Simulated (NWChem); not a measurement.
System: C₃HCl₂F; SMILES C(Cl)(=C=CF)Cl

Here is an NWChem input.

```
start job
memory heap 200 mb stack 900 mb global 1100 mb
geometry units angstroms noautoz
  F      0.450661     3.083612     0.000000
  C     -0.497096     2.154981     0.000000
  C     -0.251455     0.869399     0.000000
  C     -0.072562    -0.424920     0.000000
  Cl     0.057555    -1.351865    -1.451690
  Cl     0.057555    -1.351865     1.451690
  H     -1.507595     2.580181     0.000000
end
basis spherical
  * library def2-svp
end
dft
  xc xtpss03 ctpss03
  iterations 150
  mulliken
end
task dft energy
```

NWChem printed, in part:

```
             Northwest Computational Chemistry Package (NWChem) 7.3.0
             --------------------------------------------------------

 CS  symmetry detected

                             Geometry "geometry" -> ""
                             -------------------------

 Output coordinates in angstroms (scale by  1.889725989 to convert to a.u.)

  No.       Tag          Charge          X              Y              Z
 ---- ---------------- ---------- -------------- -------------- --------------
    1 F                    9.0000     0.44126528    -3.08651823     0.00000000
    2 C                    6.0000    -0.50160479    -2.15292576     0.00000000
    3 C                    6.0000    -0.24921986    -0.86865070     0.00000000
    4 C                    6.0000    -0.06353615     0.42471156     0.00000000
    5 Cl                  17.0000     0.07144408     1.35096088    -1.45169000
    6 Cl                  17.0000     0.07144408     1.35096088     1.45169000
    7 H                    1.0000    -1.51432152    -2.57281635     0.00000000

 Effective nuclear repulsion energy (a.u.)     308.3349057612

      Symmetry information
      --------------------

 Group name             Cs
 Group number              2
 Group order               2
 No. of unique centers     6

                                 NWChem DFT Module
                                 -----------------

 Summary of "ao basis" -> "ao basis" (spherical)
 ------------------------------------------------------------------------------
       Tag                 Description            Shells   Functions and Types
 ---------------- ------------------------------  ------  ---------------------
 F                          def2-svp                 6       14   3s2p1d
 C                          def2-svp                 6       14   3s2p1d
 Cl                         def2-svp                 8       18   4s3p1d
 H                          def2-svp                 3        5   2s1p

      Symmetry analysis of basis
      --------------------------

        a'         62
        a"         35

            General Information
            -------------------
          SCF calculation type: DFT
          Wavefunction type:  closed shell.
          No. of atoms     :     7
          No. of electrons :    62
           Alpha electrons :    31
            Beta electrons :    31
          Charge           :     0
          Spin multiplicity:     1
          Use of symmetry is: on ; symmetry adaption is: on
          Maximum number of iterations: 150
          AO basis - number of functions:    97
                     number of shells:    43
          Convergence on energy requested:  1.00D-06
          Convergence on density requested:  1.00D-05
          Convergence on gradient requested:  5.00D-04

              XC Information
              --------------
                  TPSS metaGGA Exchange Functional  1.000
             TPSS03 metaGGA Correlation Functional  1.000

             Grid Information
             ----------------
          Grid used for XC integration:  medium
          Radial quadrature: Mura-Knowles
          Angular quadrature: Lebedev.
          Tag              B.-S. Rad. Rad. Pts. Rad. Cut. Ang. Pts.
          ---              ---------- --------- --------- ---------
          F                   0.50       49          11.0       434
          C                   0.70       49          10.0       434
          Cl                  1.00       88          11.0       590
          H                   0.35       45          11.0       434
          Grid pruning is: on
          Number of quadrature shells:   329
          Spatial weights used:  Erf1

      Superposition of Atomic Density Guess
      -------------------------------------

 Sum of atomic energies:       -1131.31326036

      Non-variational initial energy
      ------------------------------

 Total energy =   -1133.659657
 1-e energy   =   -2174.999913
 2-e energy   =     733.005350
 HOMO         =      -0.272100
 LUMO         =       0.018435

      Symmetry analysis of molecular orbitals - initial
      -------------------------------------------------

  Numbering of irreducible representations:

     1 a'          2 a"

  Orbital symmetries:

     1 a"          2 a'          3 a'          4 a'          5 a'
     6 a'          7 a'          8 a"          9 a'         10 a"
    11 a'         12 a"         13 a'         14 a"         15 a'
    16 a'         17 a'         18 a"         19 a'         20 a'
    21 a'         22 a"         23 a'         24 a"         25 a'
    26 a'         27 a'         28 a"         29 a"         30 a"
    31 a'         32 a"         33 a'         34 a'         35 a'
    36 a"         37 a'         38 a'         39 a'         40 a'
    41 a'

     ---------------------------------------------
      Total Density - Mulliken Population Analysis
     ---------------------------------------------

    Atom       Charge   Shell Charges
 -----------   ------   -------------------------------------------------------
    1 F    9     9.36   1.99  1.14  0.76  3.43  2.03  0.01
    2 C    6     5.61   1.99  0.91  0.33  1.64  0.66  0.08
    3 C    6     6.25   1.99  0.99  0.27  2.12  0.85  0.03
    4 C    6     5.52   1.99  0.90  0.23  1.51  0.84  0.07
    5 Cl  17    17.17   2.00  1.99  1.22  0.71  5.94  2.11  3.17  0.02
    6 Cl  17    17.17   2.00  1.99  1.22  0.71  5.94  2.11  3.17  0.02
    7 H    1     0.92   0.68  0.22  0.02

   convergence    iter        energy       DeltaE   RMS-Dens  Diis-err
 ---------------- ----- ----------------- --------- --------- ---------
 d= 0,ls=0.0,diis     1  -1134.5556343305 -1.44D+03  2.47D-02  1.13D+00
 d= 0,ls=0.0,diis     2  -1134.2118723619  3.44D-01  1.81D-02  4.19D+00
 d= 0,ls=0.0,diis     3  -1134.6798099634 -4.68D-01  5.11D-03  1.22D-01
 d= 0,ls=0.0,diis     4  -1134.6805060972 -6.96D-04  3.06D-03  9.91D-02
 d= 0,ls=0.0,diis     5  -1134.6956923917 -1.52D-02  5.65D-04  3.70D-03
  Resetting Diis
 d= 0,ls=0.0,diis     6  -1134.6961274996 -4.35D-04  2.62D-04  5.17D-04
 d= 0,ls=0.0,diis     7  -1134.6962019539 -7.45D-05  1.66D-04  3.93D-05
 d= 0,ls=0.0,diis     8  -1134.6961777237  2.42D-05  1.20D-04  2.26D-04
 d= 0,ls=0.0,diis     9  -1134.6962067582 -2.90D-05  8.51D-06  7.71D-07
 d= 0,ls=0.0,diis    10  -1134.6962068521 -9.39D-08  2.43D-06  5.20D-08

         Total DFT energy =    -1134.696206852143
      One electron energy =    -2176.636421032622
           Coulomb energy =      817.216844156959
    Exchange-Corr. energy =      -83.611535737647
 Nuclear repulsion energy =      308.334905761167

 Numeric. integr. density =       61.999997899002

                  Occupations of the irreducible representations
                  ----------------------------------------------

                     irrep           alpha         beta
                     --------     --------     --------
                     a'               20.0         20.0
                     a"               11.0         11.0

                       DFT Final Molecular Orbital Analysis
                       ------------------------------------

 Vector   29  Occ=2.000000D+00  E=-2.906173D-01  Symmetry=a"
              MO Center=  3.7D-02,  9.8D-01,  3.8D-14, r^2= 3.9D+00
   Bfn.  Coefficient  Atom+Function         Bfn.  Coefficient  Atom+Function
  ----- ------------  ---------------      ----- ------------  ---------------
    69      0.359108  5 Cl pz                87      0.359108  6 Cl pz
    66      0.279018  5 Cl pz                84      0.279018  6 Cl pz
    68      0.257440  5 Cl py                86     -0.257440  6 Cl py
    65      0.192022  5 Cl py                83     -0.192022  6 Cl py
    63      0.159308  5 Cl pz                81      0.159308  6 Cl pz

 Vector   30  Occ=2.000000D+00  E=-2.499944D-01  Symmetry=a"
              MO Center= -1.6D-01, -1.1D+00,  2.2D-15, r^2= 3.6D+00
   Bfn.  Coefficient  Atom+Function         Bfn.  Coefficient  Atom+Function
  ----- ------------  ---------------      ----- ------------  ---------------
    34      0.390538  3 C  pz                20      0.352615  2 C  pz
     6      0.293928  1 F  pz                37      0.246782  3 C  pz
    68     -0.226503  5 Cl py                86      0.226503  6 Cl py
     9     -0.222962  1 F  pz                23      0.180159  2 C  pz
    65     -0.169058  5 Cl py                83      0.169058  6 Cl py

 Vector   31  Occ=2.000000D+00  E=-2.418688D-01  Symmetry=a'
              MO Center= -1.0D-01,  1.4D-01, -3.0D-16, r^2= 3.4D+00
   Bfn.  Coefficient  Atom+Function         Bfn.  Coefficient  Atom+Function
  ----- ------------  ---------------      ----- ------------  ---------------
    32      0.392795  3 C  px                67     -0.328960  5 Cl px
    85     -0.328960  6 Cl px                46      0.292053  4 C  px
    35      0.249585  3 C  px                64     -0.225856  5 Cl px
    82     -0.225856  6 Cl px                49      0.153219  4 C  px
    61     -0.130397  5 Cl px                79     -0.130397  6 Cl px

 Vector   32  Occ=0.000000D+00  E=-6.325295D-02  Symmetry=a'
              MO Center= -1.6D-01, -4.1D-01,  1.0D-14, r^2= 3.2D+00
   Bfn.  Coefficient  Atom+Function         Bfn.  Coefficient  Atom+Function
  ----- ------------  ---------------      ----- ------------  ---------------
    49      0.530947  4 C  px                46      0.476167  4 C  px
    35     -0.442289  3 C  px                32     -0.388975  3 C  px
    67     -0.234059  5 Cl px                85     -0.234059  6 Cl px
    94     -0.232927  7 H  s                  3      0.184696  1 F  s
    22      0.163581  2 C  py                 5     -0.148978  1 F  py

[...]
```

Level: TPSS/def2-SVP. All runs use the structure optimised with PBE0/def2-SVP.
